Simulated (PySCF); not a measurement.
Species: C4H8ClO2 (doublet state).
Cartesian coordinates in Å at the GFN2-xTB level; atoms count from 1:
```
atom  x, y, z in Å
C1    -2.1281    0.8055   -0.0148
O2    -0.7743    0.6131   -0.3331
C3    -0.5212   -0.6395   -0.9193
O4     0.7958   -0.7650   -1.2896
C5     1.7371   -0.8016   -0.2021
C6     1.9792    0.5174    0.4232
Cl7    2.9718    1.6199   -0.3768
H8    -2.4807    0.0411    0.6895
H9    -2.1999    1.7880    0.4458
H10   -2.7551    0.7729   -0.9136
H11   -1.1087   -0.7555   -1.8450
H12   -0.8171   -1.4399   -0.2036
H13    1.3712   -1.5055    0.5584
H14    2.6500   -1.1891   -0.6614
H15    1.2756    0.9460    1.1150
```

The hyperfine couplings belong to this conformer and change with its torsions.

The species is `COCOC[CH]Cl` [radical].

Level of theory: UKS B3LYP, pcH-1 on C Cl H O, non-relativistic, mean-field spin-orbit, GIAO in PySCF 2.14.0. Geometry: GFN2-xTB, one conformer, isolated molecule. A GFN2-xTB geometry isn't a minimum of the functional, and hyperfine couplings can be far from their values at a DFT geometry. Stability of the SCF solution: not tested.

Match the computed a_iso(13C) values +133.9, -7.7, -2.9, +1.1 MHz with the sites C1; C3; C5; C6.

```json
{"site": "C1", "a_iso (MHz)": "+1.1", "ρ(0) (bohr⁻³)": "+0.0009", "position": "5 bonds from C6", "distance from C6 (Å)": "4.14", "spin population": "0.00", "largest |T| (MHz)": "0.7"}
{"site": "C3", "a_iso (MHz)": "-2.9", "ρ(0) (bohr⁻³)": "-0.0026", "position": "3 bonds from C6", "distance from C6 (Å)": "3.06", "spin population": "0.00", "largest |T| (MHz)": "1.4"}
{"site": "C5", "a_iso (MHz)": "-7.7", "ρ(0) (bohr⁻³)": "-0.0068", "position": "1 bond from C6", "distance from C6 (Å)": "1.48", "spin population": "-0.04", "largest |T| (MHz)": "2.7"}
{"site": "C6", "a_iso (MHz)": "+133.9", "ρ(0) (bohr⁻³)": "+0.1186", "position": "largest spin population", "distance from C6 (Å)": "0.00", "spin population": "+0.90", "largest |T| (MHz)": "156.7"}
```

The isotropic 17O couplings are -26.7, -6.8 MHz. Assign them to O2; O4.

| site | a_iso (MHz) | ρ(0) (bohr⁻³) | position | distance from C6 (Å) | spin population | largest \|T\| (MHz) |
| --- | --- | --- | --- | --- | --- | --- |
| O2 | -6.8 | +0.0112 | 4 bonds from C6 | 2.86 | +0.01 | 4.0 |
| O4 | -26.7 | +0.0440 | 2 bonds from C6 | 2.45 | +0.05 | 22.9 |

The isotropic 1H couplings, averaged over equivalent nuclei, are -46.6, +14.4, +4.2, +0.3 MHz. Assign them to H8/H9/H10; H11/H12; H13/H14; H15.

| site | a_iso (MHz) | ρ(0) (bohr⁻³) | position | distance from C6 (Å) | bound to | spin population there | largest \|T\| (MHz) |
| --- | --- | --- | --- | --- | --- | --- | --- |
| H8/H9/H10 | +0.3 | +0.0001 | 6 bonds from C6 | 4.60 | C1 | 0.00 | 1.6 |
| H11/H12 | +4.2 | +0.0009 | 4 bonds from C6 | 3.75 | C3 | 0.00 | 2.7 |
| H13/H14 | +14.4 | +0.0032 | β, 2 bonds from C6 | 2.12 | C5 | -0.04 | 9.9 |
| H15 | -46.6 | -0.0105 | α, 1 bond from C6 | 1.08 | C6 | +0.90 | 38.8 |

ρ(0) is the spin density at the nucleus and T the dipolar tensor; a_iso includes a spin–orbit part; entries for several nuclei are means. The Mulliken spin populations are largest on C6 (+0.90) and Cl7 (+0.10). No atom but C6 exceeds +0.15. The angles at C6 add up to 355.4°, so it is nearly planar; its axial dipolar tensor and the negative coupling of its proton fit spin in a p orbital normal to that plane.

The spin density at the nucleus, in bohr⁻³, is negative for H15 (-0.0105), C5 (-0.0068) and C3 (-0.0026), for instance. A restricted open-shell determinant has no negative spin density anywhere; here it arises because α and β orbitals differ (spin polarisation).

Means are taken over nuclei equivalent by connectivity, which assumes that they swap fast. The 1H value of +4.2 MHz is a mean of couplings from -0.3 to 8.6 MHz in this one geometry, not an average over conformers. The 1H value of +14.4 MHz is a mean of couplings from 10.6 to 18.1 MHz in this one geometry, not an average over conformers.
